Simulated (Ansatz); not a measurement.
```yaml
crystal:
  periodic: [false, false, false]
  atoms:
    - {symbol: N, position_ang: [-0.455868, 0.750631, 0.981395]}
    - {symbol: Zr, position_ang: [0.221011, -0.402650, -0.481714]}
    - {symbol: I, position_ang: [2.114142, -2.010509, 0.575088]}
    - {symbol: I, position_ang: [-1.898938, -1.719563, -1.509724]}
    - {symbol: I, position_ang: [1.323373, 1.185970, -2.377718]}
    - {symbol: H, position_ang: [-1.386812, 1.145916, 1.028239]}
    - {symbol: H, position_ang: [0.083093, 1.050214, 1.784425]}
basis:
  gaussian: {orbitals: def2-mTZVP, final_grid: {core_spheres: 20, valence_spheres: 16, degree: 47}}
magnetization: {spin_polarized: true, initial_magnetization: 2}
hamiltonian: {xc: {name: SVWN5}}
scf: {lower_state_search: full}
output: {forces: true}
```

```sh
$ ansatz run in.yaml --threads 4 --pin off --events-out ev --progress --plain --max-ram 11315MiB
```

Output, abridged:

```
Functional definition: SVWN5
1486 factors; their error is unknown
mean field evaluation 1: about -27035.7831 eV, gradient 6.4e1 eV
mean field evaluation 2: about -26831.2276 eV, gradient 1.4e2 eV
mean field evaluation 4: about -27048.1408 eV, gradient 3.5e1 eV
mean field evaluation 8: about -27053.4558 eV, gradient 7.3e0 eV
mean field evaluation 16: about -27054.0993 eV, gradient 8.9e-2 eV
mean field evaluation 32: about -27054.0995 eV, gradient 8.4e-7 eV
mean field -27054.09951104 eV, -994.2198191033 hartree, gradient 7.1e-8 eV, S^2 2.001607; 17 other end points of the search recorded, 0 dependent functions left out
reference -27054.09955515 eV, -994.2198207244 hartree; 49, 47 occupied and 117, 119 virtual orbitals, 1486 factors
Total energy: -27054.09955515 eV, -994.2198207244 hartree
Atom 0 at    -0.455868     0.750631     0.981395 Å, force    -0.158334     0.268428     0.348127 eV/Å
Atom 1 at     0.221011    -0.402650    -0.481714 Å, force     0.348263    -0.732862    -0.793739 eV/Å
Atom 2 at     2.114142    -2.010509     0.575088 Å, force     0.426947    -0.364162     0.270330 eV/Å
Atom 3 at    -1.898938    -1.719563    -1.509724 Å, force    -0.500177    -0.296804    -0.211157 eV/Å
Atom 4 at     1.323373     1.185970    -2.377718 Å, force     0.225966     0.434853    -0.370117 eV/Å
Atom 5 at    -1.386812     1.145916     1.028239 Å, force    -0.699809     0.379934     0.104412 eV/Å
Atom 6 at     0.083093     1.050214     1.784425 Å, force     0.357144     0.310612     0.652143 eV/Å
Dipole moment:    -0.167653     0.426008     0.388096 e Å
```

Run time 39 s (4 threads of an Arm Neoverse V2 on a shared host); peak host memory 0.6 GiB.
